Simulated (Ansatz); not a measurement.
Reaction (formal exchange of groups at a B–C bond): `C[B](C)[GaH2]` + SiH₄ → `C[B]([SiH3])[GaH2]` + CH₄

Gas-phase electronic energies from Ansatz, PBE0-D4/def2-TZVP geometries. CBS: MP2 limit from def2 TZ/QZ plus the TZ coupled-cluster correction, frozen cores. This one scheme is used for every species. Functionals use def2-TZVPP. For Ga outer-core shells are correlated without core-valence functions, which leaves a few kJ/mol of doubt a bond. Scalar relativity is left out up to krypton.

```json
{"species": "`C[B](C)[GaH2]`", "LDA (SPW92) energy (Eh)": "-2026.63094"}
{"species": "SiH₄", "LDA (SPW92) energy (Eh)": "-290.66972"}
{"species": "`C[B]([SiH3])[GaH2]`", "LDA (SPW92) energy (Eh)": "-2277.18206"}
{"species": "CH₄", "LDA (SPW92) energy (Eh)": "-40.11572"}
```

Work out ΔE.

ΔE = (-2277.18206) + (-40.11572) − (-2026.63094) − (-290.66972) = 0.00288 Eh = +7.6 kJ/mol. CCSD(T)/CBS gives +9.8 kJ/mol.

Largest T1 diagnostic among the species: 0.014.

In def2-TZVPP, CCSD(T) changes the Hartree–Fock value by −9.3 kJ/mol (the triples alone add −1.6 kJ/mol) and MP2 by −5.1 kJ/mol. From BLYP to BHLYP (50 % exact exchange), in def2-TZVPP and without D4, ΔE moves by +6.5 kJ/mol. Leaving LDA and LC-ωPBE aside and taking each functional with its dispersion term where it has one, the values, not all of them listed here, spread over 13.5 kJ/mol, from PBE-D4 to ωB97M-V. LDA lies +4.3 kJ/mol from PBE without D4.
